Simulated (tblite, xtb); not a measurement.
C₂H₄NO (SMILES [CH2-]C(N)=O), charge -1, singlet, geometry from GFN2-xTB. Base run: GFN1-xTB run with xtb.

Geometry (Å):
```xyz
8

O      0.3211     1.2795     0.3829
C     -0.0715     0.1359     0.0292
N      0.9810    -0.7789    -0.4503
C     -1.3279    -0.3756     0.0251
H      0.8011    -1.7304    -0.1462
H     -1.5332    -1.3827    -0.3137
H     -2.1771     0.2331     0.2942
H      1.8702    -0.4655    -0.0712
```
Charge -1, spin multiplicity 1.
All else is at xtb's defaults.
Base energy -14.48952 Eh.

Programs used: tblite, xtb; a row that names a program was run with it.

The base run was repeated with changes; each row names its change, and settings that it needs were set with it.

| change | ΔE vs base (kcal/mol) | HOMO-LUMO gap (eV) | G_solv (kcal/mol) | SCF cycles |
|---|---|---|---|---|
| base | 0.000 | 5.33 | - | 10 |
| alpb = chcl3 | [?] | [?] | [?] | 10 |
| program = tblite; method = gfn1; option = (--guess, eeq) | 0.000 | - | - | - |
| alpb = benzene | [?] | 5.32 | [?] | 10 |
| program = tblite; method = gfn1 | 0.000 | - | - | - |
| etemp = 1000 | 0.000 | 5.33 | - | 10 |
| alpb = thf | [?] | 5.32 | [?] | 10 |
| acc = 0.1 | 0.000 | 5.33 | - | 12 |
| program = tblite; method = gfn1; option = (--efield, 0,0,0.1) | -0.109 | - | - | - |
| program = tblite; method = gfn1; option = (--etemp, 2000) | 0.000 | - | - | - |

**Question.** What belongs in the gaps?

**Answer.** 
- alpb = chcl3, ΔE vs base (kcal/mol): -56.95
- alpb = chcl3, HOMO-LUMO gap (eV): 5.31
- alpb = chcl3, G_solv (kcal/mol): -57.78
- alpb = benzene, ΔE vs base (kcal/mol): -51.48
- alpb = benzene, G_solv (kcal/mol): -51.87
- alpb = thf, ΔE vs base (kcal/mol): -55.68
- alpb = thf, G_solv (kcal/mol): -56.54

ALPB and GBSA are two models with their own fitted parameters for each solvent, which aren't always the measured dielectric constant.
